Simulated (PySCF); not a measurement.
C₂H₅FO₂Si, SMILES C[Si@H](F)C(=O)O.

Coordinates come from a PBE0-D3(BJ)/def2-SVP optimisation. The structure was generated by enumeration; whether it is a known compound was not checked. One conformer was computed; it need not be the lowest.

All values below come from PBE0-D3(BJ)/def2-SVP (PySCF).

Frequencies are harmonic and unscaled.

| mode | ν (cm⁻¹) | IR (km/mol) | moving atoms (share of kinetic energy) |
|---|---|---|---|
| 1 | 37 | 3.4 | O 66 %, C 13 %, F 12 %, H 8 % |
| 2 | 123 | 5.6 | O 37 %, F 25 %, H 17 %, C 16 % |
| 3 | 150 | 0.3 | H 91 % |
| 4 | 176 | 2.0 | C 25 %, H 23 %, O 22 %, F 19 %, Si 11 % |
| 5 | 241 | 6.9 | F 33 %, Si 22 %, H 21 %, C 19 % |
| 6 | 309 | 4.4 | O 44 %, F 22 %, C 16 %, Si 14 % |
| 7 | 423 | 43.0 | O 39 %, Si 33 %, H 15 %, C 12 % |
| 8 | 496 | 40.1 | H 46 %, C 37 %, Si 11 % |
| 9 | 670 | 30.9 | H 56 %, C 31 % |
| 10 | 704 | 138.5 | H 56 %, O 26 %, C 12 % |
| 11 | 725 | 24.0 | H 54 %, O 21 %, C 19 % |
| 12 | 768 | 36.9 | H 57 %, C 31 % |
| 13 | 776 | 28.9 | H 38 %, C 30 %, Si 24 % |
| 14 | 841 | 22.5 | H 60 %, F 25 %, Si 8 % |
| 15 | 884 | 146.3 | H 70 %, Si 13 %, C 12 % |
| 16 | 938 | 188.6 | Si 42 %, H 27 %, F 27 % |
| 17 | 1197 | 194.4 | O 46 %, H 43 %, C 11 % |
| 18 | 1267 | 38.8 | H 77 %, C 23 % |
| 19 | 1365 | 54.4 | C 58 %, H 26 %, O 15 % |
| 20 | 1421 | 7.7 | H 96 % |
| 21 | 1425 | 4.4 | H 96 % |
| 22 | 1840 | 232.9 | C 60 %, O 38 % |
| 23 | 2271 | 106.1 | H 97 % |
| 24 | 3064 | 0.2 | H 97 % |
| 25 | 3173 | 0.2 | H 91 %, C 9 % |
| 26 | 3178 | 0.3 | H 91 %, C 9 % |
| 27 | 3733 | 54.0 | H 94 % |
